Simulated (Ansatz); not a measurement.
PBE exchange is replaced step by step with exact exchange (0 % is PBE, 25 % PBE0; no dispersion term), basis def2-SVP, Ansatz. System: NiBr2(PH3)2 (NiP₂H₆Br₂). Charge 0, multiplicity 1. Geometry: PBE-D4/def2-SVP, each spin state at its own.

Geometry of the singlet:

```xyz
11

Ni    0.0503    0.0601    0.0658
Br    0.5941   -1.2743    1.8678
Br   -0.5530    1.2904   -1.8035
P     1.8768   -0.4668   -0.9646
H     2.6506    0.5723   -1.5703
H     1.7232   -1.3045   -2.1147
H     2.9107   -1.1911   -0.2896
P    -1.8486    0.5108    0.9988
H    -1.9501    0.5865    2.4229
H    -2.8728   -0.4634    0.7687
H    -2.5812    1.6799    0.6185
```

| exact exchange (%) | HOMO (eV) | LUMO (eV) | gap (eV) | triplet − singlet (kJ/mol) |
| --- | --- | --- | --- | --- |
| 10 | -5.45 | -2.88 | 2.58 | 44.4 |
| 15 | -5.86 | -2.65 | 3.21 | 34.4 |
| 40 | -7.67 | -1.37 | 6.31 | -28.8 |
